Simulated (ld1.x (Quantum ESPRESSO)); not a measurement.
**u(r) = r·R(r): atom against pseudo-atom (oxygen)**

Columns: radius, all-electron u(r) and pseudo u(r) of the 2s shell (level -23.91 eV) of oxygen in the configuration [He] 2s2 2p4; PBE, non-relativistic, RRKJ scheme, ld1.x (Quantum ESPRESSO) 7.5.

| r (bohr) | all-electron | pseudo |
| --- | --- | --- |
| 0.053 | 0.3438 | -0.0243 |
| 0.105 | 0.4210 | -0.0545 |
| 0.158 | 0.3542 | -0.0975 |
| 0.210 | 0.2163 | -0.1548 |
| 0.262 | 0.0482 | -0.2278 |
| 0.315 | -0.1286 | -0.3164 |
| 0.368 | -0.2962 | -0.4151 |
| 0.420 | -0.4444 | -0.5160 |
| 0.473 | -0.5753 | -0.6166 |
| 0.525 | -0.6831 | -0.7073 |
| 0.578 | -0.7722 | -0.7872 |
| 0.630 | -0.8405 | -0.8504 |
| 0.683 | -0.8924 | -0.8989 |
| 0.735 | -0.9278 | -0.9316 |
| 0.788 | -0.9503 | -0.9519 |
| 0.840 | -0.9609 | -0.9612 |
| 0.893 | -0.9619 | -0.9619 |
| 0.945 | -0.9548 | -0.9548 |
| 0.998 | -0.9410 | -0.9410 |
| 1.050 | -0.9222 | -0.9222 |
| 1.102 | -0.8994 | -0.8994 |
| 1.155 | -0.8728 | -0.8728 |
| 1.208 | -0.8437 | -0.8437 |
| 1.260 | -0.8136 | -0.8136 |
| 1.313 | -0.7817 | -0.7817 |
| 1.365 | -0.7498 | -0.7498 |

Problem. How many radial nodes do the two functions have?

Solution. The all-electron 2s function has n − l − 1 = 1; the pseudo-wave has 0, since the states of the same l below it are removed with the core.

Problem. At about which radius was the pseudo-wave matched?

Solution. 0.90 bohr. The columns agree to 0.0005 from 0.84 bohr on; several derivatives are matched, so the curves merge somewhat inside the radius.

Problem. Where does each function peak?

Solution. Outermost all-electron maximum near 0.89 bohr, pseudo maximum near 0.89 bohr (to the table’s step).

Problem. Is the pseudo-wave norm-conserving?

Solution. Yes: the RRKJ scheme keeps the norm inside the radius equal to the all-electron one, which fixes the energy derivative of the logarithmic derivative at the level.
